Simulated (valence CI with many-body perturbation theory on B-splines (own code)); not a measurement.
Ce27+: one-electron terms

Calculated by configuration interaction combined with many-body perturbation theory (CI+MBPT): three valence electrons over a frozen Dirac-Fock core [Ar] 3d10, radial functions for each j: 11 s, 11 p, 10 d, 8 f, 5 g, 2 h, with the one-electron correlation potential Σ1, the two-electron term Σ2, the three-electron term Σ3, Breit, model QED; selected CI, second order for the rest, scaled by the run's own slope (own B-spline code, finite nucleus).

The last digits are not significant, and no measured levels were compared; by estimate large intervals hold to a few tenths of a per cent, small ones and those within an open d or f shell to about a per cent.

These are the spectroscopic orbitals of the CI (the correlating ones are not listed), shaped by the core and the other valence electrons. h is the expectation value of the core's Dirac-Fock operator, without the valence repulsion; Σ1 is computed up to l = 3 at one energy for each symmetry, that of its lowest orbital but kept below the first core excitation, so for empty shells it is not the orbital's own correlation shift; Breit and QED include the response of the core.

```tsv
Orbital	h (hartree)	Σ1 (cm⁻¹)	Breit (cm⁻¹)	QED (cm⁻¹)	⟨r⟩ (bohr)
4s1/2	-40.522	-12918	4713	3550	0.5715
5s1/2	-23.82	-4552	2061	1574	0.9742
6s1/2	-15.7	-2170	1060	821	1.488
7s1/2	-11.131	-1226	624	485	2.106
8s1/2	-8.3032	-765	399	310	2.831
9s1/2	-6.4313	-511	270	211	3.664
4p1/2	-38.261	-13239	7363	-71.7	0.5748
5p1/2	-22.746	-4730	3235	-29.4	0.9930
6p1/2	-15.113	-2318	1717	-15.1	1.517
7p1/2	-10.776	-1327	1024	-8.8	2.148
8p1/2	-8.0724	-835	660	-5.6	2.885
9p1/2	-6.273	-561	450	-3.8	3.730
4p3/2	-37.251	-12090	4572	280	0.5917
5p3/2	-22.285	-4450	2016	126	1.014
6p3/2	-14.864	-2208	1133	67.9	1.543
7p3/2	-10.625	-1273	678	40.8	2.179
8p3/2	-7.9748	-805	438	26.4	2.921
9p3/2	-6.2061	-542	299	18.1	3.770
4d3/2	-33.604	-12903	2978	-200	0.5906
5d3/2	-20.584	-4841	1371	-88.4	1.036
6d3/2	-13.934	-2448	750	-47.6	1.585
7d3/2	-10.062	-1427	456	-28.6	2.242
8d3/2	-7.6071	-910	298	-18.6	3.005
4d5/2	-33.395	-12510	1761	-78.5	0.5951
5d5/2	-20.485	-4700	783	-32.8	1.042
6d5/2	-13.879	-2378	427	-17.1	1.592
7d5/2	-10.028	-1387	257	-10.1	2.250
8d5/2	-7.5849	-885	167	-6.5	3.014
4f5/2	-29.508	-12121	871	-92.3	0.5660
5f5/2	-18.78	-4056	410	-46.7	1.037
6f5/2	-12.961	-2003	222	-26.6	1.610
7f5/2	-9.4735	-1166	134	-16.5	2.289
4f7/2	-29.47	-11851	211	-58.1	0.5674
5f7/2	-18.756	-3958	100	-28.7	1.039
6f7/2	-12.946	-1957	55.5	-16.1	1.612
7f7/2	-9.4642	-1139	33.7	-9.9	2.292
5g7/2	-18.025		20.5	-7.4	0.9607
6g7/2	-12.526		18.1	-5.3	1.544
7g7/2	-9.2016		13.4	-3.7	2.235
5g9/2	-18.017		-14.9	-0.1	0.9614
6g9/2	-12.521		-12.7	-1.0	1.545
7g9/2	-9.1985		-9.5	-1.0	2.236
6h9/2	-12.458				1.388
6h11/2	-12.455				1.388
```

Among the shells of the start configuration 4s2 4p1, Σ1 is largest in size for 4p1/2, where it is 0.16 % of h.

Lowest root of each symmetry, sizes in configuration state functions:

```tsv
J	Parity	Roots	Reference	Variational	Second order	Change by selected CI (cm⁻¹)	Change by second order (cm⁻¹)
1/2	even	14	76	10716	18068	-1251	0
3/2	even	21	125	20300	28248	-679	0
5/2	even	23	138	23957	44027	-1150	0
7/2	even	16	111	21311	34904	-1719	-1
9/2	even	9	75	17047	35645	-2006	-2
11/2	even	2	34	10078	21821	-1845	-3
1/2	odd	17	90	12423	10971	-1634	0
3/2	odd	28	147	20175	30305	-1603	0
5/2	odd	28	152	22805	35301	-1063	0
7/2	odd	22	125	21979	29604	-1339	-1
9/2	odd	12	79	17075	26479	-911	-1
11/2	odd	5	42	11620	26609	-2626	-6
13/2	odd	1	14	4561	13932	-3242	-4
```
